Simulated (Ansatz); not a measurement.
Two structures of BH₂F₃, closed shell, reached by relaxing down either side of one saddle point (PBE0-D4/def2-TZVP). Energies are electronic, without zero-point energy. Program: Ansatz 0.2.0. Basis: def2-TZVPP and def2-QZVPP. Cores are frozen in the correlated methods. Extrapolation: Hartree–Fock as exp(−7.88 √X), correlation as X^−2.97. First:

```
atom    x (Å)    y (Å)    z (Å)
  B1  -0.4457  -0.1010  -0.7432
  H2   0.1353   0.6513  -1.4582
  F3  -0.3238  -1.4020  -0.8714
  F4  -1.3150   0.3470   0.1477
  H5   0.6807   0.3653   1.8000
  F6   1.2686   0.1394   1.1253
```

Second:

```json
{"atom": "B1", "x (Å)": "-0.5739", "y (Å)": "-0.6924", "z (Å)": "0.2270"}
{"atom": "H2", "x (Å)": "0.9971", "y (Å)": "1.4207", "z (Å)": "-0.7948"}
{"atom": "F3", "x (Å)": "-0.1270", "y (Å)": "-1.4239", "z (Å)": "-0.7655"}
{"atom": "F4", "x (Å)": "-1.6187", "y (Å)": "0.0809", "z (Å)": "0.0528"}
{"atom": "H5", "x (Å)": "1.3115", "y (Å)": "1.3650", "z (Å)": "-0.1193"}
{"atom": "F6", "x (Å)": "0.0110", "y (Å)": "-0.7503", "z (Å)": "1.3998"}
```

(1) Which bonds change from the first to the second?

(2) Give the saddle point's structure and its height above each. (Judge from chemistry; the value comes from the calculation.)

T1 diagnostic: at most 0.013. The end structure is not quite a true minimum (one mode of 33i cm⁻¹).

Results:

(1) BHF₂ ([F][BH][F]) + HF → BF₃ ([F][B]([F])[F]) + H₂; bonds formed: B1–F6, H2–H5; bonds broken: B1–H2, H5–F6.

(2) Computed: 114.0 kJ/mol above the first and 218.7 kJ/mol above the second (CCSD(T) at an estimated basis limit (MP2 extrapolated from triple and quadruple zeta, plus CCSD(T) − MP2 in triple zeta)).
B1  (-0.280, -0.169, -0.199)
H2  (0.523, 0.830, -0.572)
F3  (-0.020, -1.290, -0.853)
F4  (-1.529, 0.232, -0.025)
H5  (0.820, 0.576, 0.435)
F6  (0.486, -0.179, 1.216)
(Å)

Labels in which every atom is bracketed show which atoms are joined, not bond orders.

For scale, one of the runs: CCSD(T)/def2-TZVPP, 152 basis functions, launched by `ansatz run in.yaml --threads 2 --pin off --events-out ev --progress --plain --max-ram 4352MiB`. Hardware: 2 CPU threads of an Arm Neoverse V1, shared host. Wall time 33 s; peak host memory 1.1 GiB.
